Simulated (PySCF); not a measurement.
**Stretching GeB⁻**

Set-up: Ge aug-pcseg-1, B aug-pcseg-1; no relativity (PySCF 2.14). Energies in eV from Ge⁻ + B in their ground configurations at the same level. All curves are PBE0. state 1: ³Π (triplet), unpaired electrons σ ↑, π ↑; state 2: Ms = 0 determinant of mixed spin (⟨S²⟩ near 1.0), unpaired electrons σ ↓, π ↑, a second solution, started from another occupation; state 3: Ms = 0 determinant of mixed spin (⟨S²⟩ near 1.0), unpaired electrons π ↑↓, a mixture of terms (⟨Lz²⟩ = 2.0), a second solution, started from another occupation.

```tsv
R (Å)	state 1	state 2	state 3
1.663	-2.344	-2.174	-1.068
1.741	-2.866	-2.703	-1.795
1.818	-3.154	-2.998	-2.268
1.876	-3.255	-3.104	-2.496
1.934	-3.281	-3.135	-2.640
1.992	-3.249	-3.108	-2.717
2.069	-3.141	-3.005	-2.740
2.166	-2.934	-2.804	-2.675
2.282	-2.628	-2.508	-2.509
2.437	-2.184	-2.099	-2.204
```

**Question.** Put a parabola through the three lowest points of the state 1 curve and estimate Re, k and ωe (reduced mass 9.582 u; 1 eV/Å² = 0.16022 mdyn/Å; ωe = 1302.8·√(k/μ) cm⁻¹).

**Answer.** Through R = 1.876, 1.934, 1.992 Å the second-order coefficient is 8.62 eV/Å², so Re ≈ 1.931 Å, k ≈ 2.76 mdyn/Å and ωe ≈ 699 cm⁻¹. A polynomial fit of higher order to the unrounded PBE0 energies gives Re = 1.929 Å, k = 2.80 mdyn/Å, ωe = 705 cm⁻¹; anharmonicity and rounding make the difference.

The higher-order fit for each curve: state 1: Re = 1.929 Å, ωe = 705 cm⁻¹, De = 3.28 eV; state 2: Re = 1.933 Å, ωe = 700 cm⁻¹, minimum 3.14 eV below the ground-state fragments; state 3: Re = 2.053 Å, ωe = 585 cm⁻¹, minimum 2.74 eV below the ground-state fragments.

⟨S²⟩ of the unrestricted solution departs from its pure value on part of the curve, where spin states mix. Spin–orbit coupling is left out. For an ion De counts to the pair picked by the measured ionisation energies or electron affinities, which need not be the lowest pair at this level. The highest Kohn–Sham level is positive in this anion. Much of that is self-interaction error, but it also means that the finite basis helps to hold the extra electron. The state is the lowest determinant that a PBE0 search found; another state may lie lower at other levels.
